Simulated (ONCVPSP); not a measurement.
**chromium: one change to an ONCV potential, before and after**

```
Element                 : chromium (Cr)
Generator               : ONCVPSP 4.0.1
Type                    : optimised norm-conserving Vanderbilt (ONCV)
Functional              : Wu-Cohen
Relativity              : scalar-relativistic
Frozen core             : [Ne] 3s2
Valence charge          : 12
Reference configuration : 3p6 3d5 4s0.75 (charge +0.25)
Partial waves           : 4s: rc 2.65 bohr, ncon 4, nbas 8, qcut 2.2 1/bohr, 2 projectors, debl 4 Ha; 3p: rc 0.95 bohr, ncon 3, nbas 7, qcut 8.7 1/bohr, 2 projectors, debl 0.6 Ha; 3d: rc 1.65 bohr, ncon 4, nbas 9, qcut 9.2 1/bohr, 1 projector; f scattering state at 0.44 Ha: rc 2.80 bohr, ncon 3, nbas 7, qcut 3.6 1/bohr, 2 projectors, debl 2.8 Ha
Local potential         : polynomial inside 0.80 bohr (lpopt 3, dvloc0 -1 Ha)
Core correction         : none
```

In the p channel the program set the typed energies aside and used -1.726, 0.250 Ha.

All-electron outer shells of the reference configuration (Wu-Cohen, scalar-relativistic, ld1.x):

```csv
shell,level (eV),outermost node (bohr),outermost maximum (bohr)
3s,-75.38,0.36,0.78
3p,-46.96,0.33,0.80
4s,-5.39,1.12,2.71
3d,-4.52,–,0.84
```

Change: s: rc 3.54.

Cutoffs: the cutoffs (Ha) at which the residual kinetic energy of the hardest occupied pseudo-wave falls to 1 and 0.1 mHa per electron; they do not see the model core or the augmentation charge, which bear on the density cutoff. Errors are all-electron minus pseudo energies relative to the spin-unpolarised reference configuration.

Q: What does the change do?

A: The potential gets neither clearly harder nor softer (33 Ha and 104 Ha → 33 Ha and 104 Ha); both files keep a bound ghost (s); of the 4 tests that both files solve, the error grows in 4 and shrinks in 0 by more than 15 % and 0.3 meV (median size 0.6 → 5.5 meV). More of the atom is replaced by a form fitted at one configuration, so other configurations suffer.

| quantity | base | changed |
| --- | --- | --- |
| cutoff, loose | 33 Ha | 33 Ha |
| cutoff, tight | 104 Ha | 104 Ha |
| loose cutoff by channel | s 4.2 Ha, p 25 Ha, d 33 Ha | s 1.9 Ha, p 25 Ha, d 33 Ha |
| bound ghosts | s | s |
| GHOST(+) flags under 300 eV | s at 145.5 eV | s at 120.2 eV |
| error for 3p6 3d5 4s1, meV [ΔE -1.17 eV] | -0.5 | -1.6 |
| error for 3p6 3d5 4s0, meV [ΔE 5.67 eV] | -5.0 | -9.4 |
| error for 3p6 3d4 4s0, meV [ΔE 21.68 eV] | -0.3 | -78 |
| error for 3p6 3d5 4s0.5, meV [ΔE 1.53 eV] | -0.6 | -1.5 |
| p: phases at 0.97 bohr within 0.05 rad from the reference energy up to (Ha; the scan ends near 5) | to the end of the scan | to the end of the scan |
| d: phases at 1.67 bohr within 0.05 rad from the reference energy up to (Ha; the scan ends near 5) | 1.3 | 1.3 |
| f: phases at 2.83 bohr within 0.05 rad from the reference energy up to (Ha; the scan ends near 5) | to the end of the scan | to the end of the scan |

 A true bound ghost makes a file unfit for plane-wave use even where its test errors are small: the radial tests pick states by their node count and pass the ghost by.
